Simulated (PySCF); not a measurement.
## PbF⁻: frontier orbitals

UHF at R = 2.214 Å; Pb def2-SVPD with ECP60, F def2-SVPD; scalar-relativistic core potentials (PySCF 2.14). State: ³Σ⁻ (triplet), unpaired electrons π ↑↑. Only the outer orbitals are listed, counted within each symmetry, core potentials removing the inner ones.

```json
{"spin": "α", "orbital": "6σ", "occ.": "1", "ε (eV)": "-11.92", "on Pb (%)": "70", "main shells (%)": "69 Pb s, 30 F p"}
{"spin": "α", "orbital": "3π", "occ.": "1", "ε (eV)": "-9.10", "on Pb (%)": "1", "main shells (%)": "99 F p"}
{"spin": "α", "orbital": "3π", "occ.": "1", "ε (eV)": "-9.10", "on Pb (%)": "1", "main shells (%)": "99 F p"}
{"spin": "α", "orbital": "7σ", "occ.": "1", "ε (eV)": "-7.78", "on Pb (%)": "39", "main shells (%)": "62 F p, 30 Pb s"}
{"spin": "α", "orbital": "4π", "occ.": "1", "ε (eV)": "-1.35", "on Pb (%)": "102", "main shells (%)": "101 Pb p"}
{"spin": "α", "orbital": "4π", "occ.": "1", "ε (eV)": "-1.35", "on Pb (%)": "102", "main shells (%)": "101 Pb p"}
{"spin": "α", "orbital": "8σ", "occ.": "0", "ε (eV)": "5.67", "on Pb (%)": "101", "main shells (%)": "93 Pb s, 9 Pb p"}
{"spin": "β", "orbital": "6σ", "occ.": "1", "ε (eV)": "-10.39", "on Pb (%)": "33", "main shells (%)": "66 F p, 32 Pb s"}
{"spin": "β", "orbital": "3π", "occ.": "1", "ε (eV)": "-8.77", "on Pb (%)": "0", "main shells (%)": "100 F p"}
{"spin": "β", "orbital": "3π", "occ.": "1", "ε (eV)": "-8.77", "on Pb (%)": "0", "main shells (%)": "100 F p"}
{"spin": "β", "orbital": "7σ", "occ.": "1", "ε (eV)": "-6.41", "on Pb (%)": "75", "main shells (%)": "69 Pb s, 27 F p"}
{"spin": "β", "orbital": "8σ", "occ.": "0", "ε (eV)": "6.10", "on Pb (%)": "104", "main shells (%)": "101 Pb s"}
```

Problem. Which are the highest filled and the lowest empty level, where do they sit, and how wide is the gap?

Solution. Highest filled α 4π at -1.35 eV (in %: 101 Pb p); lowest empty α 8σ at 5.67 eV (in %: 93 Pb s, 9 Pb p); the gap at UHF is 7.02 eV. An empty level above zero is unbound, and its energy depends on the basis.

The bond order (Mayer) is -0.03 and the ⟨S²⟩ is 2.014. The charge on Pb (Mulliken, basis-dependent) is -0.20, the charge on Pb (Löwdin, basis-dependent) is -0.02 and the dipole moment (positive dipole points towards F; it is taken about the centre of mass and depends on that origin) is -4.03 D.

Shares are Mulliken populations and can fall outside 0 to 100 %.

These are scalar-relativistic numbers at best; spin–orbit coupling would shift them, the dissociation energy most. The state is the lowest determinant that a PBE0 search found; another state may lie lower at other levels.
